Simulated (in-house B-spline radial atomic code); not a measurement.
A fraction x of an electron is removed from 5p in Pm5+, starting from [Kr] 4d10 4f3 5s2 5p5 and keeping the highest spin. All numbers are computed (scalar-relativistic (X2C) RPBE, spin-polarised, spherical fractional occupations; Fermi nucleus of rms radius 4.962 fm) with an all-electron radial atomic-structure program (B-spline basis), not measured.

```json
{"x": "0", "E(x) - E(0) (eV)": "0.0000", "5p down level (eV)": "-76.428"}
{"x": "0.01", "E(x) - E(0) (eV)": "0.7650", "5p down level (eV)": "-76.562"}
{"x": "0.18", "E(x) - E(0) (eV)": "13.9745", "5p down level (eV)": "-78.845"}
{"x": "0.37", "E(x) - E(0) (eV)": "29.1980", "5p down level (eV)": "-81.403"}
{"x": "0.47", "E(x) - E(0) (eV)": "37.4057", "5p down level (eV)": "-82.751"}
{"x": "0.5", "E(x) - E(0) (eV)": "39.8943", "5p down level (eV)": "-83.156"}
{"x": "0.53", "E(x) - E(0) (eV)": "42.3950", "5p down level (eV)": "-83.561"}
{"x": "0.71", "E(x) - E(0) (eV)": "57.6547", "5p down level (eV)": "-85.992"}
{"x": "0.77", "E(x) - E(0) (eV)": "62.8386", "5p down level (eV)": "-86.803"}
{"x": "0.99", "E(x) - E(0) (eV)": "82.2624", "5p down level (eV)": "-89.778"}
{"x": "1", "E(x) - E(0) (eV)": "83.1609", "5p down level (eV)": "-89.913"}
```

The exact functional would give a straight line between the two integer points. Deviations E(x) - E(0) - x[E(1) - E(0)], in eV: -0.067 at x = 0.01, -0.994 at x = 0.18, -1.572 at x = 0.37, -1.68 at x = 0.47, -1.686 at x = 0.5, -1.68 at x = 0.53, -1.39 at x = 0.71, -1.195 at x = 0.77, -0.067 at x = 0.99.

The curve lies below the straight line by up to 1.686 eV (at x = 0.5): convex, the delocalisation error that favours fractional charges.

(1) How well does Slater's transition state (minus the level at half occupation) give the ionisation energy?

Answers

(1) It gives 83.156 eV against 83.161 eV from the two total energies; NIST lists 85.00 eV, ground level to ground level.
